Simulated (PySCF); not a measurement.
CLiN, neutral, multiplicity 1.

```xyz
3

Li     0.0000     0.0000     1.8816
C      0.0000     0.0000    -1.0709
N      0.0000     0.0000     0.1116
```

Coordinates come from a PBE-D3(BJ)/def2-TZVPD optimisation.

Calculation: PySCF with PBE/pcSseg-2. Non-relativistic, no solvent.

Computed absolute GIAO shielding of each atom: isotropic value and principal components (ppm):
```
atom  σ(iso)     σ11     σ22    σ33   span
----  ------  ------  ------  -----  -----
Li1     90.9    83.7    83.7  105.1   21.4
C2     -17.6  -164.5  -164.5  276.2  440.7
N3       9.4  -158.8  -158.8  345.7  504.5
```
